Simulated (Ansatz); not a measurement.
All numbers were calculated with Ansatz.

A structure relaxed at PBE0-D4/def2-TZVP, charge 0, multiplicity 1:

| atom | x (Å) | y (Å) | z (Å) |
| --- | --- | --- | --- |
| O1 | -0.8960 | -1.5678 | -0.6260 |
| Si2 | -0.2263 | -0.0967 | -0.6488 |
| Br3 | -0.1275 | 0.5351 | -2.7256 |
| O4 | -0.6682 | 1.0122 | 0.4872 |
| C5 | 0.7203 | 0.6297 | 0.7048 |
| F6 | 0.8720 | -0.0473 | 1.8750 |
| H7 | -1.0719 | -1.9464 | 0.2403 |
| H8 | 1.3976 | 1.4812 | 0.6929 |

(1) Give its formula and SMILES.

(2) Summarise the bond lengths by kind.

Results:

(1) CH2BrFO2Si, `O[Si@@]1(Br)O[C@H]1F`.

(2) 2 × O–Si 1.617 to 1.648 Å; 1 × H–O 0.962 Å; 1 × Br–Si 2.173 Å; 1 × C–Si 1.804 Å; 1 × C–O 1.457 Å; 1 × C–F 1.360 Å; 1 × C–H 1.088 Å.
